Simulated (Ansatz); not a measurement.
Reactions of `CC1=CC(C(F)(F)F)=[O+][Ga-]([CH3])([CH3])[O]1`.

Gas-phase electronic energies from Ansatz, PBE0-D4/def2-TZVP geometries. CBS: MP2 limit from def2 TZ/QZ plus the TZ coupled-cluster correction, frozen cores. This one scheme is used for every species, atoms too. No spin–orbit coupling; open shells (•) take unrestricted orbitals. Spin–orbit coupling would lower the free atoms: a little for C, F, O; clearly for Ga. For Ga, Se, Ti outer-core shells are correlated without core-valence functions, so the limit isn't a true one: a few kJ/mol of doubt a bond, and 10 to 20 or more in all where bonds break to atoms. Scalar relativity is left out up to krypton. Each species was taken in one conformer, which may not be the lowest.

```json
{"reaction": "`CC1=CC(C(F)(F)F)=[O+][Ga-]([CH3])([CH3])[O]1` → 7 C• + 3 F• + Ga• + 10 H• + 2 O•", "CCSD/CBS(def2) (kcal/mol)": "2264.6"}
{"reaction": "`CC1=CC(C(F)(F)F)=[O+][Ga-]([CH3])([CH3])[O]1` + `[OH][Ti]([F])([Cl])[SeH]` → `[CH3][Ga]([CH3])[SeH]` + `CC1=CC(C(F)(F)F)=[O+][Ti-]([OH])([F])([Cl])[O]1`", "CCSD/CBS(def2) (kcal/mol)": "-4.7"}
{"reaction": "`CC1=CC(C(F)(F)F)=[O+][Ga-]([CH3])([CH3])[O]1` + `[OH][Ti]([OH])([F])[Cl]` → `CC1=CC(C(F)(F)F)=[O+][Ti-]([OH])([F])([Cl])[O]1` + `[CH3][Ga]([CH3])[OH]`", "CCSD/CBS(def2) (kcal/mol)": "13.2"}
{"reaction": "`CC1=CC(C(F)(F)F)=[O+][Ga-]([CH3])([CH3])[O]1` + `[OH][Ti]([OH])([OH])[F]` → `CC1=CC(C(F)(F)F)=[O+][Ti-]([OH])([OH])([F])[O]1` + `[CH3][Ga]([CH3])[OH]`", "CCSD/CBS(def2) (kcal/mol)": "12.3"}
```

Problem. Give the CCSD(T)/CBS values in the same order. (Best estimate.)

Solution. The calculation gave: 2308.4, -3.6, 12.3, 11.2 kcal/mol.

Largest T1 diagnostic: 0.024, for `[OH][Ti]([OH])([F])[Cl]`.
